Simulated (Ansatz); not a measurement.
Stepwise reaction of `[OH][Sn]([OH])([Br])[Br]` with hydrogen fluoride, as a gas-phase model of exchange steps in deposition or etching. ΔE in kJ/mol; ΔG adds harmonic PBE0-D4 terms to CCSD(T)/CBS, at 1 bar.

Program: Ansatz. Geometries: PBE0-D4/def2-TZVP. ΔE: electronic, gas phase. CCSD(T)/CBS is the MP2 limit (def2-TZVPP, def2-QZVPP) plus CCSD(T) − MP2 in def2-TZVPP, frozen cores. This one scheme is used for every species. Functionals use def2-TZVPP. B3LYP here is the variant with VWN-RPA as its local correlation; programs differ in this. def2 core potentials past Kr. For Br, Sn outer-core shells are correlated without core-valence functions, which leaves a few kJ/mol of doubt a bond. Scalar relativity is left out up to krypton. Each species was taken in one conformer, which may not be the lowest.

```json
{"step": "1", "reaction": "`[OH][Sn]([OH])([Br])[Br]` + H–F → `[OH][Sn]([OH])([F])[Br]` + HBr", "PBE-D4": "47.9", "B3LYP-D4": "47.2", "ωB97M-V": "45.6", "CCSD(T)/CBS": "53.4", "ΔG(600 K)": "45.6"}
```

(1) Give the row of step 2, `[OH][Sn]([OH])([F])[Br]` + H–F → `[OH][Sn]([OH])([F])[F]` + HBr. (Best estimate.)

(2) By hand: ΔE of the 2 steps together at CCSD(T)/CBS.

## Answers

(1) The calculation gave: 
```tsv
step	reaction	PBE-D4	B3LYP-D4	ωB97M-V	CCSD(T)/CBS	ΔG(600 K)
2	`[OH][Sn]([OH])([F])[Br]` + H–F → `[OH][Sn]([OH])([F])[F]` + HBr	49.6	49.4	48.2	55.1	51.4
```

(2) (53.4) + (55.1) = 108.5 kJ/mol, or 54.2 kJ/mol a step.

In ΔE the steps differ by no more than 1.7 kJ/mol. All are uphill at CCSD(T)/CBS. ΔG lies between 45.6 and 51.4 kJ/mol a step. PBE-D4 differs from CCSD(T)/CBS by -5.5 to -5.5 kJ/mol a step. Only this route is followed, and other bonds may react first. Isolated molecules leave out the surface, adducts and barriers. Largest T1 diagnostic: 0.015.
